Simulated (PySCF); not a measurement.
## Frontier orbitals and the lowest excitations

Compound: C₇H₈O₃S.
Structure used (PBE0-D3(BJ)/def2-SVP), in Å, numbered top down from 1:
```xyz
19
C7H8O3S angstrom
C      4.0886    0.3689    0.2434
S      2.5422    1.0486   -0.2740
O      2.2876    0.7358   -1.6645
O      2.4304    2.4109    0.2089
O      1.6025    0.0734    0.6693
C      0.2595   -0.0594    0.3636
C     -0.5472    1.0485    0.1106
C     -1.8999    0.8460   -0.1546
C     -2.4407   -0.4390   -0.1526
C     -1.6193   -1.5349    0.1101
C     -0.2621   -1.3498    0.3611
H      4.1759    0.4971    1.3286
H      4.8624    0.9447   -0.2805
H      4.1208   -0.6872   -0.0466
H     -0.1163    2.0509    0.1290
H     -2.5388    1.7083   -0.3584
H     -3.5035   -0.5870   -0.3558
H     -2.0350   -2.5451    0.1123
H      0.4044   -2.1908    0.5595
```

Theory: TDDFT wB97X-D/def2-SVPD, vertical, gas phase, core orbitals frozen in the response (PySCF 2.14.0, density-fitted response routines).

Frontier orbitals with the atoms that hold most of them (Löwdin shares over 4%, at most four atoms; ? is withheld):

```tsv
orbital	ε (eV)	atoms
LUMO+2	1.77	S2 38%, C1 11%, H14 9%, H12 7%
LUMO+1	1.22	C8 18%, C11 18%, C9 16%, C6 16%
LUMO	?	C7 21%, C10 21%, C6 10%, C9 10%
HOMO	-9.01	?
HOMO-1	-9.40	?
HOMO-2	-10.90	O4 39%, O3 28%, O5 16%
HOMO-3	-11.31	O4 49%, O3 8%, C1 8%, O5 7%
```

(1) Give the leading atoms of the HOMO-1.

(2) Give the leading atoms of the HOMO.

(3) What is the LUMO energy, and the HOMO–LUMO gap?

## Answers

(1) C7 (bonded to 2 C and H) 21%; C11 (bonded to 2 C and H) 20%; C10 (bonded to 2 C and H) 20%; C8 (bonded to 2 C and H) 20%.

(2) C9 (bonded to 2 C and H) 22%; C6 (bonded to 2 C and O) 20%; O5 (bonded to C and S) 13%; C11 (bonded to 2 C and H) 10%. By element: carbon 52% or more, oxygen 13% or more.

(3) ε(LUMO) = 1.13 eV; the gap is 10.14 eV (0.3726 hartree).

Q: The HOMO–LUMO gap is 10.14 eV. Where does the response calculation put the lowest singlet, and from which orbitals?

A: S1 is at 5.38 eV (f = 0.0040), 4.76 eV below the gap, made of HOMO→LUMO (47%), HOMO-1→LUMO+1 (25%), HOMO→LUMO+1 (16%). 

Next come S2 at 6.04 eV (f 0.057), HOMO→LUMO+1 (49%), HOMO-1→LUMO (23%), HOMO→LUMO (21%); S3 at 6.89 eV (f 0.558), HOMO-1→LUMO+1 (49%), HOMO→LUMO (20%), HOMO-1→LUMO (16%); S4 at 6.97 eV (f 0.568), HOMO-1→LUMO (47%), HOMO→LUMO+1 (29%), HOMO-1→LUMO+1 (12%); S5 at 7.32 eV (f 0.0017), HOMO→LUMO+2 (47%), HOMO→LUMO+3 (38%).

Time: 67 s wall, 2.5 min CPU; peak memory 1.9 GiB. Hardware: an Intel Xeon Platinum 8488C with 2 threads, shared host.

One conformer stands for the species.
